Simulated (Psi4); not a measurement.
C$_{2}$H$_{5}$AlBrF, singlet, at a GFN2-xTB geometry (such geometries of metal compounds can be far from the true shape); HF/def2-TZVP in Psi4.

Here is a job for Psi4.
```
memory 2 GB

molecule mol {
0 1
Al   -0.259502   -0.472221   -0.150716
F    -0.588376   -1.897293    0.613152
Br    0.840384    1.086016    1.056840
C    -0.832906   -0.209644   -2.040608
C    -1.526174   -1.473471   -2.567287
H     0.023365    0.037898   -2.679910
H    -1.510608    0.648345   -2.129480
H    -2.399003   -1.716801   -1.962421
H    -0.852003   -2.328416   -2.530916
H    -1.851793   -1.338400   -3.598374
}

set {
  basis def2-tzvp
  reference rhf
}

energy('scf')
print_variables()
```

It wrote (shortened):

```
   => Loading Basis Set <=

    Name: DEF2-TZVP
    Role: ORBITAL
    Keyword: BASIS

         ---------------------------------------------------------
                                   SCF
               by Justin Turney, Rob Parrish, Andy Simmonett
                          and Daniel G. A. Smith
                              RHF Reference
         ---------------------------------------------------------

  ==> Geometry <==

    Molecular point group: c1
    Full point group: C1

    Geometry (in Angstrom), charge = 0, multiplicity = 1:

       Center              X                  Y                   Z               Mass
    ------------   -----------------  -----------------  -----------------  -----------------
         AL          -0.345193786934    -0.550098627134    -0.298111123320    26.981538530000
         F           -0.674067786934    -1.975170627134     0.465756876680    18.998403162730
         BR           0.754692213066     1.008138372866     0.909444876680    78.918337600000
         C           -0.918597786934    -0.287521627134    -2.188003123320    12.000000000000
         C           -1.611865786934    -1.551348627134    -2.714682123320    12.000000000000
         H           -0.062326786934    -0.039979627134    -2.827305123320     1.007825032230
         H           -1.596299786934     0.570467372866    -2.276875123320     1.007825032230
         H           -2.484694786934    -1.794678627134    -2.109816123320     1.007825032230
         H           -0.937694786934    -2.406293627134    -2.678311123320     1.007825032230
         H           -1.937484786934    -1.416277627134    -3.745769123320     1.007825032230

  Running in c1 symmetry.

  Rotational constants: A =      0.16927  B =      0.03544  C =      0.02962 [cm^-1]
  Rotational constants: A =   5074.50354  B =   1062.45975  C =    888.06347 [MHz]
  Nuclear repulsion =  372.646470009660959

  Charge       = 0
  Multiplicity = 1
  Electrons    = 74
  Nalpha       = 37
  Nbeta        = 37

  ==> Algorithm <==

  SCF Algorithm Type is DF.
  DIIS enabled.
  MOM disabled.
  Fractional occupation disabled.
  Guess Type is SAD.
  Energy threshold   = 1.00e-06
  Density threshold  = 1.00e-06
  Integral threshold = 1.00e-12

  ==> Primary Basis <==

  Basis Set: DEF2-TZVP
    Blend: DEF2-TZVP
    Number of shells: 82
    Number of basis functions: 208
    Number of Cartesian functions: 235
    Spherical Harmonics?: true
    Max angular momentum: 3

   => Loading Basis Set <=

    Name: (DEF2-TZVP AUX)
    Role: JKFIT
    Keyword: DF_BASIS_SCF

  ==> Integral Setup <==

  SCF_SUBTYPE=INCORE selected. In-core MEM_DF algorithm will be used.
  Using in-core AOs.

  ==> MemDFJK: Density-Fitted J/K Matrices <==

    J tasked:                   Yes
    K tasked:                   Yes
    wK tasked:                   No
    Algorithm:                 Core
    Schwarz Cutoff:           1E-12
    Mask sparsity (%):       8.5799
    Fitting Condition:        1E-10

   => Auxiliary Basis Set <=

  Basis Set: (DEF2-TZVP AUX)
    Blend: DEF2-UNIVERSAL-JKFIT
    Number of shells: 203
    Number of basis functions: 711
    Number of Cartesian functions: 897
    Spherical Harmonics?: true
    Max angular momentum: 5

  Minimum eigenvalue in the overlap matrix is 4.6399955700E-04.
  Reciprocal condition number of the overlap matrix is 5.5753616958E-05.
    Using symmetric orthogonalization.

  ==> Pre-Iterations <==

  SCF Guess: Superposition of Atomic Densities via on-the-fly atomic UHF (no occupation information).

   -------------------------
    Irrep   Nso     Nmo
   -------------------------
     A        208     208
   -------------------------
    Total     208     208
   -------------------------

  ==> Iterations <==

                           Total Energy        Delta E     RMS |[F,P]|

   @DF-RHF iter SAD: -2989.92102339865824   -2.98992e+03   0.00000e+00
   @DF-RHF iter   1: -2992.28560290505311   -2.36458e+00   6.45217e-03 DIIS/ADIIS
   @DF-RHF iter   2: -2992.56021524183461   -2.74612e-01   3.66346e-03 DIIS/ADIIS
   @DF-RHF iter   3: -2992.66045382807488   -1.00239e-01   2.24421e-04 DIIS/ADIIS
   @DF-RHF iter   4: -2992.66207854395088   -1.62472e-03   1.02413e-04 DIIS/ADIIS
   @DF-RHF iter   5: -2992.66234491528485   -2.66371e-04   2.69352e-05 DIIS
   @DF-RHF iter   6: -2992.66237029102240   -2.53757e-05   5.51788e-06 DIIS
   @DF-RHF iter   7: -2992.66237196699512   -1.67597e-06   1.48762e-06 DIIS
   @DF-RHF iter   8: -2992.66237208287203   -1.15877e-07   4.53853e-07 DIIS
  Energy and wave function converged.

  ==> Post-Iterations <==

    Orbital Energies [Eh]
    ---------------------

    Doubly Occupied:

       1A   -490.012123     2A    -65.155112     3A    -58.519544
       4A    -58.509688     5A    -58.509364     6A    -58.509235
       7A    -26.260034     8A    -11.226027     9A    -11.223382
      10A     -9.828567    11A     -7.438160    12A     -7.435749
      13A     -7.435202    14A     -4.931776    15A     -3.248163
      16A     -3.246720    17A     -3.244765    18A     -3.179511
      19A     -3.178465    20A     -3.177743    21A     -3.175001
      22A     -3.174965    23A     -1.545923    24A     -1.024971
      25A     -1.002289    26A     -0.840546    27A     -0.685658
      28A     -0.636226    29A     -0.630878    30A     -0.611139
      31A     -0.588086    32A     -0.524001    33A     -0.504824
      34A     -0.501216    35A     -0.434056    36A     -0.432065
      37A     -0.409802

    Virtual:

      38A      0.071740    39A      0.078793    40A      0.138583
      41A      0.145325    42A      0.191663    43A      0.192783
      44A      0.210538    45A      0.230013    46A      0.231941
      47A      0.261827    48A      0.272706    49A      0.285547
      50A      0.287053    51A      0.303712    52A      0.310893
      53A      0.328298    54A      0.335498    55A      0.354807
      56A      0.371785    57A      0.407517    58A      0.410165
      59A      0.431501    60A      0.435573    61A      0.480341
      62A      0.492584    63A      0.520394    64A      0.541708
      65A      0.552830    66A      0.580536    67A      0.582060
      68A      0.590264    69A      0.625777    70A      0.635597
      71A      0.643412    72A      0.670635    73A      0.682311
      74A      0.715019    75A      0.735970    76A      0.753593
      77A      0.803644    78A      0.830183    79A      0.833661
      80A      0.885026    81A      0.927237    82A      0.934909
      83A      0.952624    84A      0.968998    85A      0.974417
      86A      1.004577    87A      1.007786    88A      1.035247
      89A      1.042154    90A      1.079355    91A      1.089774
      92A      1.131312    93A      1.149505    94A      1.154964
      95A      1.178380    96A      1.179411    97A      1.229643
      98A      1.312068    99A      1.323939   100A      1.333023
     101A      1.350585   102A      1.399366   103A      1.460465
     104A      1.494805   105A      1.627843   106A      1.632087
     107A      1.672465   108A      1.728939   109A      1.771832
     110A      1.796873   111A      1.798188   112A      1.818606
     113A      1.821021   114A      1.833904   115A      1.838436
     116A      1.862223   117A      1.869201   118A      1.891071
     119A      1.920818   120A      1.920987   121A      1.938447
     122A      1.953995   123A      2.012155   124A      2.043628
     125A      2.065389   126A      2.087405   127A      2.144323
     128A      2.182181   129A      2.215551   130A      2.283791
     131A      2.285277   132A      2.311065   133A      2.361026
     134A      2.399963   135A      2.463654   136A      2.470750
     137A      2.508036   138A      2.564351   139A      2.619089
     140A      2.632696   141A      2.648542   142A      2.709325
     143A      2.722848   144A      2.736302   145A      2.765762
     146A      2.836142   147A      2.867566   148A      2.881878
     149A      2.894852   150A      2.955833   151A      2.962664
     152A      2.994547   153A      3.029000   154A      3.101610
     155A      3.252481   156A      3.303721   157A      3.396736
     158A      3.416203   159A      3.480508   160A      3.494458
     161A      3.564239   162A      3.578828   163A      3.642124
     164A      3.643645   165A      3.707044   166A      3.758553
     167A      3.771931   168A      3.864413   169A      3.927474
     170A      4.003740   171A      4.092775   172A      4.093287
     173A      4.164301   174A      4.241294   175A      4.261546
     176A      4.333242   177A      4.449931   178A      4.464369
     179A      4.475868   180A      4.534477   181A      4.581996
     182A      4.642107   183A      4.661336   184A      4.669924
     185A      4.768114   186A      4.832273   187A      4.898941
     188A      5.141274   189A      7.410098   190A      7.412315
     191A      7.423840   192A      7.423934   193A      7.429436
     194A      7.430227   195A      7.431749   196A      8.056171
     197A      8.326246   198A      8.963289   199A      8.995298
     200A      9.153159   201A      9.249979   202A      9.314957
     203A      9.898509   204A     10.272403   205A     10.445719
     206A     23.356580   207A     23.420638   208A     58.702732

    Final Occupation by Irrep:
              A
    DOCC [    37 ]
    NA   [    37 ]
    NB   [    37 ]

  @DF-RHF Final Energy: -2992.66237208287203

   => Energetics <=

    Nuclear Repulsion Energy =            372.6464700096609590
    One-Electron Energy =               -4908.6361409678811469
    Two-Electron Energy =                1543.3272988753478785
    Total Energy =                      -2992.6623720828720252

Computation Completed

Properties will be evaluated at   0.000000,   0.000000,   0.000000 [a0]

Properties computed using the SCF density matrix

 Multipole Moments:

 ------------------------------------------------------------------------------------
     Multipole            Electronic (a.u.)      Nuclear  (a.u.)        Total (a.u.)
 ------------------------------------------------------------------------------------

 L = 1.  Multiply by 2.5417464519 to convert [e a0] to [Debye]
 Dipole X            :         11.7402011          -11.9831015           -0.2429004
 Dipole Y            :         11.0217522          -10.8904131            0.1313392
 Dipole Z            :         19.7869013          -20.6117155           -0.8248143
 Magnitude           :                                                    0.8698098

 ------------------------------------------------------------------------------------

  Variable Map:
  ----------------------------------------------------------------------------
  "CURRENT ENERGY"           =>   -2992.662372082872
  "CURRENT REFERENCE ENERGY" =>   -2992.662372082872
  "DD SOLVATION ENERGY"      =>       0.000000000000
  "HF KINETIC ENERGY"        =>    2992.438267449664
  "HF POTENTIAL ENERGY"      =>   -5985.100639532537
  "HF TOTAL ENERGY"          =>   -2992.662372082872
  "HF VIRIAL RATIO"          =>       2.000074890311
  "NUCLEAR REPULSION ENERGY" =>     372.646470009661
  "ONE-ELECTRON ENERGY"      =>   -4908.636140967881
  "PCM POLARIZATION ENERGY"  =>       0.000000000000
  "PE ENERGY"                =>       0.000000000000
  "SCF ITERATION ENERGY"     =>   -2992.662372082872
  "SCF ITERATIONS"           =>       8.000000000000
  "SCF TOTAL ENERGY"         =>   -2992.662372082872
  "TWO-ELECTRON ENERGY"      =>    1543.327298875348

  Array Variable Map:
  ----------------------------------------------------------------------------
  "CURRENT DIPOLE"           =>      -0.242900363353 ... -0.824814255212 1 by 3
  "SCF DIPOLE"               =>      -0.242900363353 ... -0.824814255212 1 by 3
  "SCF TOTAL ENERGIES"       =>   -2989.921023398658 ... -2992.662372082872 1 by 9
```
